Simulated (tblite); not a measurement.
Task: Write Cartesian coordinates for `C[SiH2][SiH2]O[SiH2]CCl` as optimised with GFN2-xTB.

Result: 
```xyz
18
C2H11ClOSi3 angstrom
C     -3.217   -1.202   -0.320
Si    -1.841    0.105   -0.199
Si    -0.268   -0.606    1.332
O      0.895    0.553    1.432
Si     2.106    1.426    0.845
C      3.055    0.385   -0.447
Cl     1.948   -0.074   -1.766
H     -3.670   -1.394    0.649
H     -4.007   -0.881   -0.992
H     -2.834   -2.147   -0.694
H     -1.329    0.329   -1.561
H     -2.483    1.379    0.186
H      0.442   -1.853    1.011
H     -0.669   -0.701    2.742
H      1.543    2.602    0.190
H      3.002    1.700    1.964
H      3.442   -0.545   -0.036
H      3.877    0.927   -0.908
```

Any rigid rotation of these coordinates is as good. Atoms count from 1 in this order. Si2 (SiH2 silicon) is distorted tetrahedral (angles from 105.1° to 115.0°). Si5 (oxygen-bound silicon) is distorted tetrahedral (angles from 106.5° to 115.5°). Si3 (oxygen-bound silicon) is distorted tetrahedral (angles from 100.4° to 118.1°). Of the pairs four or more bonds apart, Si3···Cl7 is among the closest relative to their van der Waals radii: 3.85 Å, 100 % of the sum of Bondi's values.

Bonds between heavy atoms (Å): C1–Si2 1.902, Si2–Si3 2.307, Si3–O4 1.645, O4–Si5 1.605, Si5–C6 1.912, C6–Cl7 1.783.

The geometry is computed with GFN2-xTB (gas phase).

Point group: C1 (no symmetry element, even within 0.4 Å). Its lowest GFN2-xTB frequency is 13 cm⁻¹, too small to tell a flat minimum from a shallow saddle. The numbers are those of one conformer (C1–Si2–Si3–O4 -179°, Si2–Si3–O4–Si5 -67°, Si3–O4–Si5–C6 -30°, O4–Si5–C6–Cl7 60°).
